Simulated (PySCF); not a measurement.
C3H2F3O (doublet state).
Z-matrix (Å and degrees, GFN2-xTB geometry), rows numbered from 1:
```
F 
C   1  1.3762
C   2  1.3042  1  122.28
O   3  1.3165  2  138.88  1   -12.19
C   4  1.3825  3  119.23  2   -36.55
F   5  1.3318  4  107.44  3  -179.01
F   5  1.3457  4  110.86  3   -62.07
H   2  1.0755  1  111.75  3   173.82
H   5  1.1052  4  113.17  3    59.90
```

The hyperfine couplings belong to this conformer and change with its torsions.

Identity: `F/C=[C]\OC(F)F` [radical].

Computed, not measured: PySCF, UKS B3LYP, pcH-1 on C F H O, non-relativistic, mean-field spin-orbit, GIAO. Isolated species at its GFN2-xTB geometry (one conformer only). Couplings are sensitive to structure, and on GFN2-xTB geometries they can be far from those on DFT ones.

Q: How many α and β electrons are there, and what is ⟨S²⟩ of the pure spin state?

A: 55 electrons with 2S = 1: 28 α and 27 β; S(S+1) = 0.75.

Mulliken spin populations, one withheld:

```
atom        bound to  population
  F1              C2     +0.0446
  C2      F1, C3, H8     -0.0460
  C3          C2, O4     +0.8883
  O4          C3, C5           ?
  C5  O4, F6, F7, H9     +0.0209
  F6              C5     +0.0021
  F7              C5     +0.0012
  H8              C2     +0.0061
  H9              C5     +0.0088
```

Q: What does O4 hold?

A: The populations add up to Nα − Nβ = 1, and the others sum to 0.9260, so O4 holds +0.074.

Q: Sum the populations by element and by sign.

A: Carbon +0.86, oxygen +0.07, fluorine +0.05, hydrogen +0.01. The positive populations sum to 1.05, the negative ones to -0.05.

Q: With ⟨S²⟩ = 0.7566, find the sum of squared α–β overlaps and estimate the admixture of higher spin.

A: Σ|⟨iα|jβ⟩|² over occupied orbitals = Nβ − [⟨S²⟩ − S(S+1)] = 27 − 0.0066 = 26.9934. If the quartet state (S + 1) were the only admixture, its weight would be 0.0066/(2S + 2) = 0.22 %. For Kohn–Sham this describes the determinant of the orbitals, not the true wave function.

Q: What Fermi-contact NMR shifts do the couplings of C5, F6/F7, H8, H9 imply at 250 K (Curie law, g = gₑ)?

A: δ = a_FC·h·gₑ μB S(S+1)/(3 g_N μN kT), with k/h = 20836.6 MHz/K:

```json
{"nuclei": "C5", "isotope": "13C", "a_FC (MHz)": "20.52", "g_N": "1.4048", "contact shift (ppm)": "+2577"}
{"nuclei": "F6/F7", "isotope": "19F", "a_FC (MHz)": "1.86", "g_N": "5.2577", "contact shift (ppm)": "+63"}
{"nuclei": "H8", "isotope": "1H", "a_FC (MHz)": "18.00", "g_N": "5.5857", "contact shift (ppm)": "+568"}
{"nuclei": "H9", "isotope": "1H", "a_FC (MHz)": "12.69", "g_N": "5.5857", "contact shift (ppm)": "+401"}
```

The shifts go as 1/T: at 300 K they are 0.833 times these. Entries for several nuclei are means.

Nuclei that the bonding pattern makes equivalent are averaged, as if the motion that swaps them (rotation, inversion, ring flip) were fast. The 19F value of +1.9 MHz is a mean of couplings from -1.9 to 5.6 MHz in this one geometry, not an average over conformers.

The run took 32 s wall (with the writing of density and orbital grids) on Arm Neoverse V2, one thread, no GPU, shared host, and the process peaked at 0.68 GiB of memory.
